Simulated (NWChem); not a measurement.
Molecule: MoH4Cl2; SMILES [Cl][MoH4][Cl]

```xyz
7

Mo     0.2747    -0.0274     0.0000
Cl    -0.5033    -0.0003    -2.1369
Cl    -0.5033    -0.0003     2.1369
H      1.6360     0.3755    -0.7958
H      1.5141    -1.1121     0.0000
H      0.7876     1.5241     0.0000
H      1.6360     0.3755     0.7958
```
Atoms are numbered in this order, from 1.

Results from NWChem. Coordinates come from a PBE0/def2-SVP optimisation. def2 effective core potentials on Mo; no spin-orbit coupling.

For level B3LYP/def2-SVP (core potentials):

```
Property                     Result
---------------------------  ------
highest occupied level (eV)   -7.72
orbital gap (eV)               3.63
dipole (D)                     0.65
```

Question: What are these values for level B3LYP/STO-3G (all-electron, non-relativistic)?

Answer: 
| Property | Value |
|---|---|
| highest occupied level (eV) | -5.78 |
| orbital gap (eV) | 4.20 |
| dipole (D) | 0.76 |
